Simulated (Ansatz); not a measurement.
`BC1C[SiH2]1` + `CNCF` → `BN(C)CF` + `C1C[SiH2]1`  (ligand exchange at a B–C bond)

Isolated molecules relaxed with PBE0-D4/def2-TZVP in Ansatz; ΔE leaves out vibrations. CCSD(T)/CBS adds triple-zeta CCSD(T) − MP2 to the extrapolated MP2 energy (def2 sets, frozen cores). Functionals use def2-TZVPP. B3LYP here is the variant with VWN-RPA as its local correlation; programs differ in this. One conformer a species, not always the lowest.

| level | ΔE (kJ/mol) | difference from CCSD(T)/CBS |
| --- | --- | --- |
| PBE-D4 | -69.1 | 10.1 |
| r2SCAN-D4 | -73.0 | 6.2 |
| PBE0-D4 | -72.2 | 7.0 |
| B3LYP-D4 | -82.2 | -3.0 |
| ωB97X-V | -81.8 | -2.6 |
| ωB97M-V | -78.4 | 0.8 |
| B2PLYP | -82.7 | -3.5 |
| PBE | -69.6 | 9.6 |
| r2SCAN | -73.0 | 6.2 |
| PBE0 | -72.6 | 6.6 |
| B3LYP | -83.2 | -4.0 |
| HF/def2-TZVPP | -95.7 | -16.5 |
| MP2/def2-TZVPP | -78.4 | 0.8 |
| SCS-MP2/def2-TZVPP | -83.7 | -4.5 |
| CCSD/def2-TZVPP | -85.2 | -6.0 |
| CCSD(T)/def2-TZVPP | -82.2 | -3.0 |
| HF/def2-QZVPP | -95.6 | -16.4 |
| MP2/def2-QZVPP | -76.6 | 2.6 |
| SCS-MP2/def2-QZVPP | -82.3 | -3.1 |
| HF/CBS(def2) | -95.6 | -16.4 |
| MP2/CBS(def2) | -75.3 | 3.9 |
| CCSD/CBS(def2) | -82.1 | -2.9 |
| CCSD(T)/CBS | -79.2 | 0 |

Largest T1 diagnostic among the species: 0.012.

In def2-TZVPP, CCSD(T) changes the Hartree–Fock value by +13.5 kJ/mol (the triples alone add +3.0 kJ/mol) and MP2 by +17.4 kJ/mol. From PBE to PBE0 (25 % exact exchange), in def2-TZVPP and without D4, ΔE moves by −3.0 kJ/mol.
